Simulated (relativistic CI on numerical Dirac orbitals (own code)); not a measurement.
## Cd XXIV: computed level list

These numbers are calculated, not measured: Dirac-Coulomb-Breit CI, orbitals from a KLI potential per configuration, model QED, unscaled Slater integrals (own radial code, finite nucleus).

Configurations in the expansion (outside the closed core [Ne]): 3s2 3p6 3d7, 3s2 3p5 3d8, 3s2 3p4 3d9, 3s 3p6 3d8, 3p6 3d9, 3s 3p5 3d9, 3s2 3p6 3d6 4s, 3s2 3p6 3d6 4p, 3s2 3p6 3d6 4d, 3s2 3p4 3d8 4s, 3s2 3p6 3d6 4f, 3s2 3p5 3d7 4s, 3s2 3p4 3d8 4p, 3s2 3p6 3d5 4s2, 3s2 3p5 3d7 4p, 3s2 3p6 3d5 4s 4p, 3s2 3p4 3d8 4d, 3s 3p5 3d8 4s, 3s2 3p6 3d6 5s, 3s2 3p6 3d5 4p2, 3s 3p5 3d8 4p, 3s2 3p6 3d6 5p, 3s2 3p5 3d7 4d, 3s2 3p6 3d5 4s 4d, 3s 3p6 3d7 4s, 3s2 3p6 3d6 5d, 3s 3p5 3d8 4d, 3p6 3d8 4s, 3s 3p6 3d7 4p, 3s2 3p5 3d6 4s2, 3s2 3p6 3d6 5f, 3s2 3p6 3d6 5g, 3p6 3d8 4p, 3s2 3p6 3d6 6s, 3s2 3p6 3d6 6p, 3p6 3d8 4d. Levels of other configurations are missing.

The lowest level is 3s2 3p6 3d7 4F_9/2, with 85 % of that term; Hund's rules for 3s2 3p6 3d7 give 4F with J = 9/2, in agreement.

| No. | Configuration | Term | J | E (cm⁻¹) | % | Landé g | jj configuration (%) |
| --- | --- | --- | --- | --- | --- | --- | --- |
| 1 | 3s2 3p6 3d7 | 4F | 9/2 | 0 | 85 | 1.294 | 3d5/2^3 (84) |
| 2 | 3s2 3p6 3d7 | 4F | 7/2 | 49158 | 96 | 1.221 | 3d3/2^3 3d5/2^4 (93) |
| 3 | 3s2 3p6 3d7 | 2P | 3/2 | 53638 | 38 | 1.056 | 3d5/2^3 (86) |
| 4 | 3s2 3p6 3d7 | 4F | 5/2 | 56768 | 60 | 1.123 | 3d5/2^3 (56) |
| 5 | 3s2 3p6 3d7 | 4F | 3/2 | 85554 | 49 | 0.956 | 3d3/2^3 3d5/2^4 (80) |
| 6 | 3s2 3p6 3d7 | 4P | 5/2 | 94999 | 77 | 1.472 | 3d3/2^3 3d5/2^4 (67) |
| 7 | 3s2 3p6 3d7 | 2G | 9/2 | 96798 | 61 | 1.087 | 3d3/2^3 3d5/2^4 (79) |
| 8 | 3s2 3p6 3d7 | 4P | 1/2 | 110531 | 61 | 1.885 | 3d3/2^3 3d5/2^4 (98) |
| 9 | 3s2 3p6 3d7 | 2H | 11/2 | 130034 | 100 | 1.087 | 3d3/2^3 3d5/2^4 (100) |
| 10 | 3s2 3p6 3d7 | 2G | 7/2 | 132615 | 86 | 0.923 | 3d3/2^3 3d5/2^4 (70) |
| 11 | 3s2 3p6 3d7 | 2D | 5/2 | 150936 | 69 | 1.204 | 3d3/2^2 3d5/2^5 (70) |
| 12 | 3s2 3p6 3d7 | 4P | 3/2 | 151221 | 45 | 1.241 | 3d3/2^2 3d5/2^5 (80) |
| 13 | 3s2 3p6 3d7 | 2P | 1/2 | 173474 | 61 | 1.445 | 3d3/2^2 3d5/2^5 (98) |
| 14 | 3s2 3p6 3d7 | 2H | 9/2 | 181185 | 74 | 0.962 | 3d3/2^2 3d5/2^5 (94) |
| 15 | 3s2 3p6 3d7 | 2F | 5/2 | 185786 | 88 | 0.897 | 3d3/2^3 3d5/2^4 (78) |
| 16 | 3s2 3p6 3d7 | 2D | 3/2 | 214480 | 59 | 0.982 | 3d3/2 3d5/2^6 (55) |
| 17 | 3s2 3p6 3d7 | 2F | 7/2 | 216375 | 88 | 1.116 | 3d3/2^2 3d5/2^5 (63) |
| 18 | 3s2 3p6 3d7 | 2D | 3/2 | 284100 | 93 | 0.813 | 3d3/2^3 3d5/2^4 (62) |
| 19 | 3s2 3p6 3d7 | 2D | 5/2 | 307591 | 88 | 1.174 | 3d3/2^2 3d5/2^5 (86) |
| 20 | 3s2 3p5 3d8 | 4G° | 11/2 | 1516748 | 99 | 1.267 | 3p3/2^3 3d5/2^4 (88) |
| 21 | 3s2 3p5 3d8 | 2F° | 7/2 | 1569631 | 68 | 1.167 | 3p3/2^3 3d5/2^4 (81) |
| 22 | 3s2 3p5 3d8 | 2D° | 5/2 | 1571597 | 59 | 1.116 | 3p3/2^3 3d5/2^4 (90) |
| 23 | 3s2 3p5 3d8 | 4G° | 9/2 | 1592597 | 68 | 1.219 | 3p3/2^3 3d3/2^3 3d5/2^5 (72) |
| 24 | 3s2 3p5 3d8 | 2G° | 9/2 | 1635493 | 49 | 1.174 | 3p3/2^3 3d5/2^4 (73) |
| 25 | 3s2 3p5 3d8 | 2S° | 1/2 | 1644612 | 64 | 1.971 | 3p3/2^3 3d5/2^4 (65) |
| 26 | 3s2 3p5 3d8 | 4D° | 7/2 | 1645350 | 46 | 1.265 | 3p3/2^3 3d3/2^3 3d5/2^5 (83) |
| 27 | 3s2 3p5 3d8 | 2D° | 3/2 | 1654158 | 61 | 0.953 | 3p3/2^3 3d3/2^3 3d5/2^5 (60) |
| 28 | 3s2 3p5 3d8 | 4D° | 5/2 | 1662614 | 29 | 1.010 | 3p3/2^3 3d3/2^3 3d5/2^5 (70) |
| 29 | 3s2 3p5 3d8 | 4D° | 7/2 | 1680424 | 63 | 1.338 | 3p3/2^3 3d3/2^3 3d5/2^5 (47) |
| 30 | 3s2 3p5 3d8 | 4P° | 5/2 | 1681732 | 57 | 1.402 | 3p3/2^3 3d3/2^3 3d5/2^5 (85) |
| 31 | 3s2 3p5 3d8 | 4F° | 5/2 | 1706643 | 50 | 1.171 | 3p3/2^3 3d3/2^3 3d5/2^5 (58) |
| 32 | 3s2 3p5 3d8 | 2G° | 7/2 | 1711893 | 62 | 0.959 | 3p3/2^3 3d3/2^3 3d5/2^5 (55) |
| 33 | 3s2 3p5 3d8 | 4P° | 3/2 | 1712053 | 50 | 1.489 | 3p3/2^3 3d5/2^4 (46) |
| 34 | 3s2 3p5 3d8 | 4F° | 3/2 | 1720644 | 48 | 0.777 | 3p3/2^3 3d3/2^3 3d5/2^5 (36) |
| 35 | 3s2 3p5 3d8 | 4D° | 1/2 | 1721429 | 57 | 0.425 | 3p3/2^3 3d3/2^3 3d5/2^5 (72) |
| 36 | 3s2 3p5 3d8 | 2H° | 11/2 | 1736943 | 99 | 1.090 | 3p3/2^3 3d3/2^3 3d5/2^5 (88) |
| 37 | 3s2 3p5 3d8 | 2G° | 9/2 | 1761926 | 40 | 1.136 | 3p3/2^3 3d3/2^3 3d5/2^5 (81) |
| 38 | 3s2 3p5 3d8 | 4D° | 5/2 | 1766246 | 46 | 1.219 | 3p3/2^3 3d5/2^4 (66) |
| 39 | 3s2 3p5 3d8 | 2P° | 1/2 | 1768554 | 47 | 0.499 | 3p3/2^3 3d3/2^2 3d5/2^6 (51) |
| 40 | 3s2 3p5 3d8 | 2F° | 7/2 | 1772527 | 50 | 1.142 | 3p3/2^3 3d3/2^3 3d5/2^5 (35) |
| 41 | 3s2 3p5 3d8 | 4D° | 3/2 | 1774077 | 53 | 1.132 | 3p3/2^3 3d3/2^3 3d5/2^5 (41) |
| 42 | 3s2 3p5 3d8 | 4S° | 3/2 | 1800562 | 38 | 1.570 | 3p3/2^3 3d3/2^3 3d5/2^5 (64) |
| 43 | 3s2 3p5 3d8 | 2D° | 5/2 | 1818485 | 29 | 1.187 | 3p3/2^3 3d3/2^3 3d5/2^5 (44) |
| 44 | 3s2 3p5 3d8 | 2G° | 7/2 | 1837309 | 27 | 1.101 | 3p3/2^3 3d3/2^3 3d5/2^5 (38) |
| 45 | 3s2 3p5 3d8 | 2F° | 5/2 | 1843267 | 73 | 0.837 | 3p3/2^3 3d3/2^3 3d5/2^5 (80) |

Energies count from the lowest computed level; ° marks odd parity. Filled j subshells are mostly left out of the jj labels.

The mean weight of the leading LS term, summed over parents, in these 45 levels is 62 %, and that of the leading jj configuration (from the same eigenvectors) 70 %.

At this charge energies of transitions that change n are usually good to better than 1 %, and those within a shell (Δn = 0) to a few per cent. Terms inside the open d or f shell come out 10 to 20 % too wide with unscaled integrals.

LS names give the leading component of a level, which can be under half, so a name can repeat, a term be missing and a line seem to break the LS rules.
